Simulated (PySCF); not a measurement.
Structure problem from calculated spectra and properties.

Formula: C8H7F3O.

| Item | Value |
| --- | --- |
| 1H NMR | chemical shifts (computed TMS as zero) by class: 8.55 (1 H), 6.63 (1 H), 6.27 (1 H), 2.92 (1 H), 1.38 (3 H) ppm [GIAO B97-2/pcSseg-2] |
| Polarisability | 97.8 au [PBE0/def2-SVPD] |
| UV, first state | lowest singlet excitation: 3.37 eV (367 nm, f = 0.001) [TDDFT PBE0/def2-SVPD] |
| UV, strongest line | among the 10 lowest singlet transitions: S3 at 5.33 eV (232 nm, f = 0.249) [TDDFT PBE0/def2-SVPD] |
| Dipole | 4.40 D [PBE0/def2-SVPD] |
| Rotational structure | rotational constants A, B, C: 1.684, 0.584, 0.556 GHz [PBE0-D3(BJ)/def2-SVP] |
| NMR, other nuclei | isotropic shieldings of nuclei other than C and H, by class: 23 (1 O), 261 (3 F) ppm [GIAO B97-2/pcSseg-2] |
| Couplings | largest of the computed one-bond spin–spin couplings (means over like bonds): 19F–13C -344.6 (×3), 13C–1H +218.2, 13C–1H +176.0, 13C–1H +168.3, 13C–1H +136.9 (×3), 13C–1H +134.5 Hz [B3LYP/pcJ-1, spin–dipole term left out for some pairs] |
| Triplet | lowest triplet excitation (Tamm–Dancoff): 3.09 eV [TDA PBE0/def2-SVPD] |
| 13C NMR | chemical shifts (computed TMS as zero) by class: 169.5 (1 C), 152.0 (1 C), 151.9 (1 C), 148.5 (1 C), 138.6 (1 C), 135.2 (1 C), 49.9 (1 C), 15.1 (1 C) ppm [GIAO B97-2/pcSseg-2] |

The electronic properties come from PySCF, for the isolated species, density fitting. Levels stand in brackets. NMR shifts are as computed; neighbouring signals can stand in another order in a measured spectrum. The structure is a single PBE0-D3(BJ)/def2-SVP conformer in the gas phase; no vibrational or solvent corrections. Each NMR value is the plain mean over a class of atoms that symmetry, rotation or inversion makes alike.

Question: Propose a structure and show how it fits.

Answer: Numbering: `[CH2:1]=[C:2]([c:3]1[cH:4][c:5]1=[O:6])[C@H:7]([CH3:8])[C:9]([F:10])([F:11])[F:12]`. Its formula, C8H7F3O, gives 4 degrees of unsaturation: 1 ring and 3 π bonds in the structure found (Kekulé form). 8 carbons fall into 8 classes; from least to most shielded: unsaturated ring carbon [C3] (169.5 ppm), ring carbonyl carbon [C5] (152.0 ppm), unsaturated ring CH carbon [C4] (151.9 ppm), terminal =CH2 carbon [C1] (148.5 ppm), fully substituted alkene carbon [C2] (138.6 ppm), CF3 carbon [C9] (135.2 ppm), allylic carbon [C7] (49.9 ppm), methyl carbon [C8] (15.1 ppm). Hydrogen classes from least to most shielded: 1 H on an unsaturated ring CH carbon, C4 (8.55 ppm), 1 H on a terminal =CH2 carbon, C1 (6.63 ppm), 1 H on a terminal =CH2 carbon, C1 (6.27 ppm), 1 H on an allylic carbon, C7 (2.92 ppm), 3 H on a methyl carbon, C8 (1.38 ppm, a mean of values up to 0.7 ppm apart in this geometry). The other shieldings belong to: 23 ppm, carbonyl oxygen [O6]; 261 ppm, fluorine of a CF3 group [F10/F11/F12]. The couplings run between: -344.6 Hz, fluorine of a CF3 group [F10] and CF3 carbon [C9] (with 2 like pairs); +218.2 Hz, unsaturated ring CH carbon [C4] and its hydrogen; +176.0 Hz, terminal =CH2 carbon [C1] and its hydrogen; +168.3 Hz, terminal =CH2 carbon [C1] and its hydrogen; +136.9 Hz, methyl carbon [C8] and its hydrogen (with 2 like pairs); +134.5 Hz, allylic carbon [C7] and its hydrogen. S1 is mainly HOMO→LUMO (weight 0.99); the largest Löwdin shares of the orbital it empties are 0.53 on the carbonyl oxygen, 0.15 on the ring carbonyl carbon, 0.12 on the unsaturated ring carbon and 0.12 on the unsaturated ring CH carbon, of the orbital it fills 0.29 on the terminal =CH2 carbon, 0.18 on the unsaturated ring CH carbon, 0.17 on the unsaturated ring carbon and 0.17 on the fully substituted alkene carbon. The optimised geometry has point group C1 and is an asymmetric top. Structure: `C=C(c1cc1=O)[C@H](C)C(F)(F)F`. Computed isomers that give other values at the same levels: `Oc1ccc(CC(F)(F)F)cc1` (13C chemical shifts (computed TMS as zero) by class: 164.5 (1 C), 139.6 (2 C), 134.0 (1 C), 128.3 (1 C), 119.4 (2 C), 43.1 (1 C) ppm); `Cc1ccc(OC(F)(F)F)cc1` (rotational constant A: 2.732 GHz; this holds for the one conformer computed); `FC(F)(F)COc1ccccc1` (rotational constant A: 2.404 GHz; this holds for the one conformer computed). The assignments are read from this structure; whether some other isomer fits the data as well wasn't checked. The mirror image fits equally.

Conformer computed: `[CH2:1]=[C:2]([c:3]1[cH:4][c:5]1=[O:6])[C@H:7]([CH3:8])[C:9]([F:10])([F:11])[F:12]`: C1–C2–C3–C4 -174°, C1–C2–C7–C8 -121°, C2–C7–C9–F10 68°.

One-bond C–F couplings are unscaled; at this level they come out some 30 % too large in size.
